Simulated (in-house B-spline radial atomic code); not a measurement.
In²⁺. Computed with a B-spline radial atomic code. Model: non-relativistic spherical atom: semilocal Troullier-Martins pseudo-atom, one channel per l, against all electrons, high spin, G0W0 and RPA with empty states to l = 8, local potential for every l without a channel, a model core (radius 0 = none) keeps its share of the functional.

Without relativity these are model numbers for so heavy an element.

What the tables leave out is listed at the end.

The pseudopotential gives back the lowest level of each angular momentum of its own functional in the configuration it was made in; a second state of the same l is only approximately right. Exact exchange, RPA and GW see the smooth pseudo-orbitals and miss the exchange with the core, for which the functional's share stands in. The column with an uncorrelated core keeps all orbitals and exact exchange, and so separates missing core correlation from pseudisation. Only the three outermost levels and the lowest empty one were computed. RPA here is direct RPA, with no exchange kernel, and its energies carry an (l + 1/2)⁻⁴ tail. A hybrid on a potential with a model core restores only its own semilocal share of the core's exchange.

Command:
```bash
python run_psgw.py task.json out
```
Settings (lengths in bohr, energies in hartree):
```
Z                      49
electrons              47
configuration          [Kr] 4d10 5s1
generated_in           [Kr] 4d10 5s2 5p1
functional             pbe,pbe
core_shells            7
radius_factor          0.8
core_correction        False
ion_configuration      [Kr] 4d10
```

Run time, properties included: 76 s on 1 thread of Arm Neoverse N1, with other jobs on the host.

Given: made with PBE; model core radius 0 bohr; local radius 0.833 bohr; mean-field start PBE.

Valence shells of the generating configuration: 4p, 4d, 5s, 5p.

Channel: s 1.802, p 0.662, d 0.747 (radii in bohr).

Computed: largest level miss in the spin-unpolarised generating configuration 0.135 eV; valence RPA correlation energy pseudo -1.3421 hartree; all-electron RPA polarisability, core included 12.013 bohr³; pseudo-atom RPA polarisability 12.033 bohr³; ionisation by mean-field all-electron 27.388 eV; ionisation by RPA all-electron 27.475 eV; ionisation by RPA pseudo minus all 1.608 eV.

```json
{"level": "5s up", "occupied": "1", "mean-field all-electron (eV)": "-23.122", "mean-field pseudo minus all (eV)": "-0.118", "G0W0 all-electron (eV)": "-27.595", "G0W0 uncorrelated core minus all (eV)": "-0.02", "G0W0 pseudo minus all (eV)": "-1.415", "exchange self-energy all-electron (eV)": "-14.303", "exchange self-energy pseudo (eV)": "-14.936"}
{"level": "4d down", "occupied": "1", "mean-field all-electron (eV)": "-37.215", "mean-field pseudo minus all (eV)": "-0.124", "G0W0 all-electron (eV)": "-45.015", "G0W0 uncorrelated core minus all (eV)": "0.106", "G0W0 pseudo minus all (eV)": "0.76", "exchange self-energy all-electron (eV)": "-42.912", "exchange self-energy pseudo (eV)": "-35.168"}
{"level": "5s down (empty)", "occupied": "0", "mean-field all-electron (eV)": "-22.06", "mean-field pseudo minus all (eV)": "-0.109", "G0W0 all-electron (eV)": "-18.369", "G0W0 uncorrelated core minus all (eV)": "-0.017", "G0W0 pseudo minus all (eV)": "-1.398", "exchange self-energy all-electron (eV)": "-4.1857", "exchange self-energy pseudo (eV)": "-4.8834"}
```

**Question.** What is the ionisation by mean-field pseudo minus all?

**Answer.** 0.132 eV.

**Question.** What is the valence RPA correlation energy all-electron orbitals?

**Answer.** -1.0823 hartree.

Given: mean-field start PBE0.

Computed: valence RPA correlation energy all-electron orbitals -1.0319 hartree; valence RPA correlation energy pseudo -1.286 hartree; pseudo-atom RPA polarisability 9.9398 bohr³; ionisation by mean-field all-electron 27.045 eV; ionisation by RPA all-electron 27.338 eV; ionisation by RPA pseudo minus all 1.735 eV.

```tsv
level	occupied	mean-field all-electron (eV)	mean-field pseudo minus all (eV)	G0W0 all-electron (eV)	G0W0 uncorrelated core minus all (eV)	G0W0 pseudo minus all (eV)	exchange self-energy all-electron (eV)	exchange self-energy pseudo (eV)
5s up	1	-23.924	-0.632	-27.467	-0.017	-1.601	-14.131	-15.559
4d down	1	-39.753	0.216	-45.323	0.112	0.853	-42.99	-35.234
4d up	?	?	?	?	?	?	?	?
5s down (empty)	0	-20.631	-0.581	-18.18	-0.014	-1.344	-3.9074	-5.0725
```

**Question.** What belongs in the row 4d up?

**Answer.** occupied: 1; mean-field all-electron (eV): -39.987; mean-field pseudo minus all (eV): 0.131; G0W0 all-electron (eV): -45.559; G0W0 uncorrelated core minus all (eV): 0.106; G0W0 pseudo minus all (eV): 0.639; exchange self-energy all-electron (eV): -42.975; exchange self-energy pseudo (eV): -35.535.

**Question.** What is the all-electron RPA polarisability, core included?

**Answer.** 10.716 bohr³.

**Question.** What is the ionisation by mean-field pseudo minus all?

**Answer.** 0.716 eV.

Given: mean-field start Hartree-Fock.

Computed: valence RPA correlation energy all-electron orbitals -0.90947 hartree; all-electron RPA polarisability, core included 8.6829 bohr³; pseudo-atom RPA polarisability 6.536 bohr³; ionisation by mean-field all-electron 25.566 eV; ionisation by mean-field pseudo minus all 2.652 eV; ionisation by RPA all-electron 27.006 eV.

```
          level  occupied  mean-field all-electron (eV)  mean-field pseudo minus all (eV)  G0W0 all-electron (eV)  G0W0 uncorrelated core minus all (eV)  G0W0 pseudo minus all (eV)  exchange self-energy all-electron (eV)  exchange self-energy pseudo (eV)
          5s up         1                       -25.686                            -2.762                 -27.141                                 -0.009                      -1.944                                 -13.382                           -17.575
        4d down         1                        -46.19                             1.354                 -45.989                                  0.121                       1.255                                 -43.089                           -35.329
          4d up         ?                             ?                                 ?                       ?                                      ?                           ?                                       ?                                 ?
5s down (empty)         0                       -16.055                            -1.734                 -17.777                                 -0.006                      -1.203                                 -2.9184                           -5.3455
```

**Question.** What belongs in the row 4d up?

**Answer.** occupied: 1; mean-field all-electron (eV): -46.367; mean-field pseudo minus all (eV): 0.97; G0W0 all-electron (eV): -46.174; G0W0 uncorrelated core minus all (eV): 0.114; G0W0 pseudo minus all (eV): 1.001; exchange self-energy all-electron (eV): -43.003; exchange self-energy pseudo (eV): -35.669.

**Question.** What is the valence RPA correlation energy pseudo?

**Answer.** -1.1468 hartree.

**Question.** What is the ionisation by RPA pseudo minus all?

**Answer.** 1.898 eV.

Among the listed levels the largest G0W0 shift of the pseudo-atom is -1.94 eV, for 5s up on the Hartree-Fock start, while leaving the core uncorrelated moves that level by -0.01 eV. So pseudisation and the lost core exchange, not the missing core correlation, make the error. Not in the tables (levels of low weight, unsolved or above zero; the highest and the empty levels are kept at any weight): on PBE the G0W0 levels 4d up (pseudo minus all +0.67 eV, weights 0.83 and 0.78).
